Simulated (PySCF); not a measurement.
Ga(Cl)(SH)2 (ClGaH₂S₂), SMILES [SH][Ga]([SH])[Cl]. Atoms are numbered in the order given.

```xyz
6

Ga     0.0000     0.0000     0.0045
Cl     0.0000     0.0000    -2.1520
S      0.0000    -1.9751     0.9984
H      0.0000    -1.4302     2.2484
S      0.0000     1.9751     0.9984
H      0.0000     1.4302     2.2484
```

Geometry: PBE-D3(BJ)/def2-SVP. The structure was generated by enumeration; whether it is a known compound was not checked. Other conformers were not sampled.

Computed with PBE-D3(BJ)/def2-SVP in PySCF.

Frequencies are harmonic and unscaled.

Computed harmonic wavenumbers and intensities:
```csv
mode,ν (cm⁻¹),IR (km/mol),moving atoms (share of kinetic energy)
1,106,7.1,"S 67 %, Ga 18 %, Cl 8 %"
2,110,3.1,"Cl 47 %, S 35 %, Ga 16 %"
3,124,6.2,"Ga 59 %, S 29 %, Cl 12 %"
4,186,0.0,H 98 %
5,253,28.4,H 94 %
6,338,0.0,"S 75 %, Cl 23 %"
7,429,47.0,"S 53 %, Ga 42 %"
8,433,66.3,"Cl 48 %, Ga 40 %, S 12 %"
9,667,12.1,H 93 %
10,702,0.2,H 93 %
11,2614,3.3,H 97 %
12,2616,0.3,H 97 %
```
